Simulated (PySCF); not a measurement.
**Computed structure and properties of [ReO3Cl]−**

System: [ReO3Cl]− (doublet); start: displaced along the imaginary mode (Cs). Method: PySCF 2.14.0, UKS PBE, Re def2-SVP with ECP60, O def2-SVP, Cl def2-SVP; non-relativistic Hamiltonian with scalar-relativistic core potentials where named; density fitting; no spin-orbit coupling.

Input of the relaxation:

```python
mol = gto.M(atom='''
Re     0.00000     0.28582     0.01874
O      1.72428    -0.12373    -0.25000
O      0.00000     2.01984     0.12221
O     -1.72428    -0.12373    -0.25000
Cl     0.00000    -2.33881     0.07262''',
    basis={'Re': 'def2-SVP', 'O': 'def2-SVP', 'Cl': 'def2-SVP'},
    ecp={'Re': 'def2-SVP'},
    charge=-1, spin=1)
mf = dft.UKS(mol, xc='PBE')
mf.grids.atom_grid = (50, 194)
mf = mf.density_fit()  # fitting sets: Re def2-universal-JKFIT, O def2-universal-JKFIT, Cl def2-universal-JKFIT
mf.conv_tol = 1e-08; mf.max_cycle = 55
mf.kernel(dm0)  # dm0: converged density of the start geometry
# quasi-Newton relaxation in Cartesian coordinates to a largest gradient under 0.00045 Eh/bohr, steps kept in the point group
```

Run from Python with OMP_NUM_THREADS=2; the lines above give its settings. Where DIIS fails, smearing, a level shift and second-order steps follow.
It took 39 s on 2 threads of Arm Neoverse V2 (shared host), from the converged density of the start.

Course of the relaxation:

```tsv
step	energy above end (eV)	largest force component within the symmetry (eV/Å)
0	1.7639	1.214
1	1.1630	1.402
2	0.5487	2.187
3	0.4269	1.036
4	0.3185	0.991
5	0.1896	0.718
6	0.0679	0.664
7	0.0078	0.322
8	0.0012	0.140
9	0.0004	0.173
10	0.0000	0.034
11	0.0000	0.014
```

Relaxed geometry (Cs):

```xyz
5

Re    0.0000    0.1548   -0.0394
O     1.5228    0.0140   -0.8961
O     0.0000    1.6856    0.8002
O    -1.5228    0.0140   -0.8961
Cl    0.0000   -2.1490    0.7450
```

```tsv
contact	Å
Re1–O2 (O)	1.753
Re1–O3 (O)	1.746
Re1–O4 (O)	1.753
Re1–Cl5 (Cl)	2.434
```

On the finer grid (75, 302):

| Quantity | Value |
| --- | --- |
| HOMO | 0.74 eV |
| LUMO | 1.66 eV |
| Dipole about the centre of mass | 0.58 D |
| Spin squared | 0.752 |
| Set of Mulliken populations of Re1 outside the core potential | s 2.64, p 6.54, d 5.05, f 0.17 |
| D3(BJ) dispersion energy (not in the energies) | -0.132 eV |

```tsv
atom	Mulliken (e)	Löwdin (e)	spin (e)
Re1	0.61	-0.25	0.73
O2	-0.40	-0.21	0.09
O3	-0.42	-0.22	0.02
O4	-0.40	-0.21	0.09
Cl5	-0.39	-0.11	0.07
```

The highest filled level lies above zero, as often for anions with such functionals and bases; it isn't the detachment energy.

On the grid (50, 194), as all that follows. Harmonic modes: a minimum; lowest 131 cm⁻¹ (negative: unstable), highest 928 cm⁻¹, zero-point energy 0.255 eV.

Rigid scan of O along the line from its metal:

(distance to O2 (Å), energy (eV)): (1.45, 3.456), (1.55, 1.257), (1.65, 0.259), (1.75, 0.000), (1.85, 0.181), (1.95, 0.614), (2.15, 1.792), (2.45, 3.540), (2.85, 5.095), (3.35, 5.878)

Taking off one Cl (charge -1, singlet; the rest: doublet) in vacuum, both parts rigid, costs 3.84 eV; the small basis without counterpoise inflates it.

Rigid scan of Cl along the line from its metal:

| distance to Cl5 (Å) | energy (eV) |
| --- | --- |
| 2.13 | 0.636 |
| 2.23 | 0.238 |
| 2.33 | 0.050 |
| 2.43 | 0.000 |
| 2.53 | 0.037 |
| 2.63 | 0.128 |
| 2.83 | 0.386 |
| 3.13 | 0.809 |
| 3.53 | 1.282 |
| 4.03 | 1.669 |

One start shape was tried, so this needn't be the lowest isomer.

Open shells may have lower solutions than the one found.
